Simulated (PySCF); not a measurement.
**Energy of Cu⁻ (copper, charge -1) between two integer charges**

The 4s beta orbital of [Ar] 3d10 4s2 is emptied in steps (occupation f), with all orbitals relaxed, ending at [Ar] 3d10 4s1. Calculation: PySCF 2.14, in def2-TZVPPD; no relativity, point nucleus. The exact energy is a straight line in f; departures are measured from the line between the end points of the same method.

```tsv
f	UHF (eV)	LDA (eV)	PBE (eV)	PBE0 (eV)	r2SCAN (eV)	LC-wPBE (eV)	BHandHLYP (eV)	wB97X (eV)	M06-2X (eV)
1	0.000	0.000	0.000	0.000	0.000	0.000	0.000	0.000	0.000
0.9	0.027	-0.245	-0.237	-0.162	-0.207	0.026	-0.110	-0.022	-0.155
0.7	0.059	-0.577	-0.559	-0.380	-0.482	0.061	-0.259	-0.056	-0.364
0.5	0.067	-0.693	-0.673	-0.454	-0.574	0.072	-0.312	-0.073	-0.414
0.3	0.053	-0.588	-0.570	-0.383	-0.482	0.059	-0.266	-0.064	-0.340
0.1	0.022	-0.254	-0.246	-0.164	-0.208	0.024	-0.116	-0.020	-0.178
0	0.000	0.000	0.000	0.000	0.000	0.000	0.000	0.000	0.000
```

Task: For r2SCAN, how does the orbital energy at f = 1 compare with the removal energy?

Result: −ε = -1.277 eV against a total-energy difference of 1.022 eV. By Janak's theorem ε = ∂E/∂f, so the gap between them reflects the curvature. Along the path −ε is -0.814 (f = 0.9), 0.102 (f = 0.7), 1.030 (f = 0.5), 1.925 (f = 0.3), 2.868 (f = 0.1) eV.

| method | E(f=0) − E(f=1) (eV) | −ε at f=1 (eV) | −ε at f=0.5 (eV) |
| --- | --- | --- | --- |
| UHF | -0.279 | 0.027 | -0.297 |
| LDA | 1.353 | -1.357 | 1.322 |
| PBE | 1.139 | -1.487 | 1.106 |
| PBE0 | 0.868 | -0.929 | 0.858 |
| r2SCAN | 1.022 | -1.277 | 1.030 |
| LC-wPBE | 0.663 | 0.955 | 0.661 |
| BHandHLYP | 0.706 | -0.511 | 0.685 |
| wB97X | 1.114 | 0.883 | 1.085 |
| M06-2X | 0.892 | -0.786 | 1.016 |

As f goes to zero the orbital energy of a semilocal functional can turn back, because the density of that orbital vanishes from the exchange-correlation potential.

At f = 1 the orbital energy is positive for LDA, PBE, PBE0, r2SCAN, BHandHLYP, M06-2X: only the finite basis holds the electron.

Reference removal energy between the ground levels: 1.236 eV (measured; photodetachment measurements, as compiled on the Wikipedia data page of electron affinities). UHF lacks correlation.
